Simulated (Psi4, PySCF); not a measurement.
Input for PySCF:
```python
from pyscf import gto, scf, dft

mol = gto.M(
    atom='''
Si    0.29588846    1.70251023    0.48373777
N    -0.00000000    0.00000000    0.00000000
Si   -1.65400544   -0.53010415   -0.45094223
Si    1.35811698   -1.17240608   -0.03279554
H    -1.01382701    2.33135297    0.38956111
H     0.85534829    1.52194590    1.82432035
H     1.30231079    2.10473084   -0.50017945
H    -1.95043645    0.38073295   -1.55785906
H    -1.49893954   -1.94102467   -0.77486335
H    -2.39739895   -0.20205199    0.76664074
H     0.87160691   -2.19407132    0.89578860
H     1.31856941   -1.61128638   -1.42871119
H     2.51276655   -0.39032830    0.38530224
''',
    basis='cc-pvdz',
    spin=2,
    verbose=4,
)

mf = dft.UKS(mol)
mf.xc = 'camb3lyp'
mf.grids.atom_grid = (99, 590)
mf.grids.prune = None
mf.kernel()
```

Write the same job for Psi4.

This is not unique; one that fits is 
```
memory 2 GB

molecule {
0 3
Si    0.29588846    1.70251023    0.48373777
N    -0.00000000    0.00000000    0.00000000
Si   -1.65400544   -0.53010415   -0.45094223
Si    1.35811698   -1.17240608   -0.03279554
H    -1.01382701    2.33135297    0.38956111
H     0.85534829    1.52194590    1.82432035
H     1.30231079    2.10473084   -0.50017945
H    -1.95043645    0.38073295   -1.55785906
H    -1.49893954   -1.94102467   -0.77486335
H    -2.39739895   -0.20205199    0.76664074
H     0.87160691   -2.19407132    0.89578860
H     1.31856941   -1.61128638   -1.42871119
H     2.51276655   -0.39032830    0.38530224
}

set {
  basis cc-pvdz
  reference uks
  scf_type pk
  puream true
  d_convergence 1e-8
  dft_radial_points 99
  dft_spherical_points 590
}

energy('cam-b3lyp')
print_variables()
```

Both were run: PySCF gave -928.443147 Eh and Psi4 -928.443145 Eh, 0.001 mEh apart.
